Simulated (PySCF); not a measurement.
Compound: C6H8O2Si.
Numbering: `[OH:1][c:2]1[cH:3][cH:4][c:5]([O:6][SiH3:7])[cH:8][cH:9]1`

Cartesian coordinates in Å at the GFN2-xTB level; atoms count from 1:
```
atom  x, y, z in Å
O1    -3.4909   -0.6892    0.1749
C2    -2.1838   -0.3050    0.1963
C3    -1.8014    1.0301    0.1552
C4    -0.4630    1.3725    0.1790
C5     0.5153    0.3861    0.2449
O6     1.8085    0.7746    0.2657
Si7    3.2278   -0.0117    0.3313
C8     0.1301   -0.9488    0.2858
C9    -1.2064   -1.2923    0.2618
H10   -4.0576    0.0901    0.1311
H11   -2.5528    1.8070    0.1040
H12   -0.1589    2.4071    0.1471
H13    3.3963   -0.8963   -0.8244
H14    3.3358   -0.8069    1.5568
H15    4.1211    1.1349    0.3104
H16    0.8880   -1.7153    0.3371
H17   -1.5149   -2.3249    0.2928
```

Probes without a nucleus sit at each ring's centroid and 1 Å off its mean plane on both sides; NICS is minus the shielding there, NICSzz its component along the normal. Level: GIAO PBE0/pcSseg-1 (PySCF, non-relativistic, gas phase) on the GFN2-xTB geometry, one conformer.

Ring bond lengths (Å), with Mayer bond orders in brackets: C2–C3 1.389 (1.36), C3–C4 1.382 (1.45), C4–C5 1.391 (1.41), C5–C8 1.390 (1.40), C8–C9 1.380 (1.45), C9–C2 1.391 (1.41).

Task: What do the NICS probes read (ppm)?

Result: 
```json
{"ring": "C2–C3–C4–C5–C8–C9", "type": "6-membered carbocycle; formal bonds all aromatic", "NICS(0)": "-10.4", "NICS(1), two faces": "-10.8 / -10.8", "NICS(1)zz, two faces": "-25.8 / -25.8", "rms pucker (Å)": "0.00", "centre to ring atoms, mean (Å)": "1.39"}
```

Task: What do they say, and how far can they be read as aromaticity?

Result: 
- C2–C3–C4–C5–C8–C9: mean NICS(1)zz -25.8 ppm, shielded, aromatic by this magnetic criterion (flat ring, no four-coordinate atom).

Task: How equal are the bonds by HOMA? HOMA = 1 − mean of α(R − Ropt)² over the ring bonds, with Krygowski's 1993 parameters (CC: Ropt 1.388 Å, α 257.7 Å⁻²).

Result: 
- C2–C3–C4–C5–C8–C9: HOMA 0.99 = 1 − EN − GEO, with mean bond length 1.387 Å, EN = α(Ropt − mean)² = 0.000 and GEO = α × variance = 0.005. The geometric and the magnetic index point the same way.

Task: List the ring angles and the Hirshfeld charges of the ring atoms.

Result: 
- C2–C3–C4–C5–C8–C9: C2 119.4° (+0.065 e), C3 120.3° (-0.077 e), C4 120.4° (-0.066 e), C5 119.2° (+0.067 e), C8 120.5° (-0.069 e), C9 120.3° (-0.068 e); sum 720.0° against 720° for a flat convex ring.

On one thread, Intel Xeon 6975P-C (x86_64), no GPU, shared host, this took 27 s and 0.88 GiB of memory at its peak. This is the whole shielding run at PBE0/pcSseg-1, SCF included.
